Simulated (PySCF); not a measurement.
Compound: Si3F8.
Bonds: Si1–F2, Si1–F3, Si1–F4, Si1–Si5, Si5–F6, Si5–F7, Si5–Si8, Si8–F9, Si8–F10, Si8–F11.

The calculation used delta-SCF UKS SCAN, pcX-2 on the ionised atom, pcseg-1 elsewhere, spin-free X2C (PySCF 2.14.0). Binding energies are ΔSCF values: E(core-ionised, relaxed orbitals) − E(ground state) at a fixed geometry, referred to the vacuum level.

Some binding energies are withheld.

```json
{"atom(s)": "F2 (×6)", "bonded to": "Si", "level": "F 1s", "binding energy (eV)": "?"}
{"atom(s)": "F6/F7", "bonded to": "Si", "level": "F 1s", "binding energy (eV)": "?"}
{"atom(s)": "Si1/Si8", "bonded to": "3 F and Si", "level": "Si 1s", "binding energy (eV)": "1850.93"}
{"atom(s)": "Si5", "bonded to": "2 F and 2 Si", "level": "Si 1s", "binding energy (eV)": "1850.19"}
{"atom(s)": "Si1/Si8", "bonded to": "3 F and Si", "level": "Si 2p3/2", "binding energy (eV)": "?"}
{"atom(s)": "Si5", "bonded to": "2 F and 2 Si", "level": "Si 2p3/2", "binding energy (eV)": "110.12"}
```

Question: Fill in Si 2p3/2 for Si1/Si8.

Answer: 110.65 eV (silicon bonded to 3 F and Si), with 2p1/2 at 111.28 eV. The other listed Si 2p3/2 value is that of Si5; the shift against it is +0.53 eV.

Question: What is the F 1s binding energy of F2 (atom 2) (×6)?

Answer: 693.87 eV (fluorine bonded to Si).

Question: Fill in F 1s for F6/F7.

Answer: 693.74 eV (fluorine bonded to Si).

The 2 F 1s values lie within 0.13 eV of each other; Gaussian lines of 0.5 eV full width would blend them into one maximum.

Question: Which photon energy gives electrons from F 1s of F2 (×6) a kinetic energy of 150 eV, and what is their de Broglie wavelength?

Answer: hν = 693.87 + 150 = 843.87 eV, recoil neglected; λ = 12.264 Å/√(E/eV) = 1.00 Å.

One atom of each set of topologically equivalent atoms was ionised and stands for the set; in this conformer not all members are related by symmetry, and their own values weren't computed. Spin–orbit coupling isn't in the SCF: each 2p doublet comes from a relaxed spin-free hole plus a matrix of the shell (mean-field spin–orbit coupling and the ground-state 2p splitting), with 2p3/2 averaged over its two sublevels. 2p1/2 minus 2p3/2 (ligand field included): Si 0.63 eV. Geometry: PBE0-D3(BJ)/def2-SVP; no solvent, vibrations or thermal averaging.
